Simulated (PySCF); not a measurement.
Species: C3H6O4Si.
Cartesian coordinates in Å at the GFN2-xTB level; atoms count from 1:
```xyz
14
C3H6O4Si angstrom
C     -2.7495   -0.4261    0.0882
C     -1.6067    0.5300   -0.0734
O     -1.7008    1.7123   -0.2491
O     -0.4176   -0.0760    0.0121
Si     1.0142    0.7310   -0.1028
C      2.3049   -0.6741    0.0647
O      2.1321   -1.8490    0.2515
O      3.5325   -0.1504   -0.0587
H     -3.6755    0.0414   -0.2324
H     -2.5560   -1.3326   -0.4787
H     -2.8271   -0.6964    1.1401
H      1.1592    1.3622   -1.4083
H      1.1743    1.6682    1.0028
H      4.2152   -0.8410    0.0218
```

Level of theory: PySCF, TDDFT PBE0/def2-SVPD, vertical, gas phase, core orbitals frozen in the response.

Computed states:

| state | E (eV) | f |
| --- | --- | --- |
| S1 | 5.07 | 0.0028 |
| S2 | 5.83 | 0.0008 |
| S3 | 6.70 | 0.0002 |
| S4 | 7.01 | 0.0013 |
| S5 | 7.06 | 0.0006 |
| S6 | 7.24 | 0.085 |

Broadening: Gaussians 0.3 eV wide at half height, area fixed by f = 4.319×10⁻⁹ ∫ε dν̃. The width is an assumption, not a result. The curve ends short of the highest state used, and states not computed would add to its high-energy end.

Problem. What does the envelope look like, and where are its maxima?

Solution. 
| λ (nm) | ε (L mol⁻¹ cm⁻¹) |
| --- | --- |
| 186.7 | 15 |
| 188.6 | 9 |
| 190.5 | 5 |
| 192.4 | 2 |
| 194.3 | 1 |
| 196.2 | 0 |
| 198.1 | 0 |
| 200.0 | 1 |
| 201.9 | 3 |
| 203.8 | 9 |
| 205.7 | 20 |
| 207.6 | 37 |
| 209.5 | 54 |
| 211.4 | 67 |
| 213.3 | 70 |
| 215.2 | 61 |
| 217.2 | 45 |
| 219.1 | 29 |
| 221.0 | 16 |
| 222.9 | 8 |
| 224.8 | 4 |
| 226.7 | 3 |
| 228.6 | 5 |
| 230.5 | 13 |
| 232.4 | 28 |
| 234.3 | 54 |
| 236.2 | 91 |
| 238.1 | 139 |
| 240.0 | 188 |
| 241.9 | 229 |
| 243.8 | 252 |
| 245.7 | 252 |
| 247.6 | 229 |
| 249.5 | 191 |
| 251.4 | 146 |
| 253.3 | 103 |
| 255.2 | 67 |
| 257.1 | 41 |
| 259.0 | 23 |
| 261.0 | 12 |
| 262.9 | 6 |
| 264.8 | 3 |
| 266.7 | 1 |
| 268.6 | 0 |

Maxima: 245 nm (5.07 eV), ε about 260, made up of S1 (100%); 213 nm (5.83 eV), ε about 70, made up of S2 (100%) (ε in L mol⁻¹ cm⁻¹; maxima over ε = 5, shares over 10%). At its high-energy end, 6.64 eV, the curve is still rising (ε about 15, from S3 and S4).

Problem. On this curve, what absorbance would a 10⁻⁴ mol/L sample give at 193 nm over a 1 cm path?

Solution. 193 nm is 6.424 eV, where ε is about 1.4 L mol⁻¹ cm⁻¹, so A = ε c l ≈ 0.00014 (Beer–Lambert, with the gas-phase spectrum and the assumed width).

Problem. What would ε be at 5.07 eV, the highest of these maxima, with half the width (0.15 eV)?

Solution. About 510 L mol⁻¹ cm⁻¹ against 255, a factor of about 2.00; a lone state at its own centre would give exactly 2.

Problem. Coming from long wavelengths, where does ε first pass 100 L mol⁻¹ cm⁻¹?

Solution. At about 253 nm (4.89 eV), 0.17 eV below S1.

One conformer stands for the species.
